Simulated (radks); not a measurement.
Excited configurations of Rh II: one electron is placed in a higher orbital outside [Kr] 4d7. The ground configuration is [Kr] 4d8. Calculated with a radial shooting solver on a logarithmic mesh with Libxc functionals: scalar-relativistic Kohn-Sham, LDA (Slater exchange, Perdew-Wang correlation), spin-polarised, spherical densities, point nucleus; open shells are filled with parallel spins first (spin-orbit coupling, left out, can overturn this in heavy ions). Excitation = E - E(ground); binding = E(ion) - E, where the ion is the core of charge +2; n* = 2/sqrt(2 binding) in atomic units, and the quantum defect is n - n*.

outer orbital  excitation (eV)  binding (eV)  eigenvalue (eV)  <r> (bohr)
5s                       2.152        16.732          -13.071       2.789
5p                       7.489        11.394           -8.528       3.470
5d                      13.026         5.858           -4.304       5.738
6d                      15.435         3.448           -2.681       10.94
7d                      16.615         2.268           -1.812       17.50

The Delta-SCF ionisation energy is 18.883 eV (NIST Atomic Spectra Database: 18.080 eV, semi-empirical). Self-interaction in the functional shifts the binding energies and quantum defects, so they are the method's values and not measured ones. Open shells are spherical and high-spin; term and fine-structure splittings are not resolved.
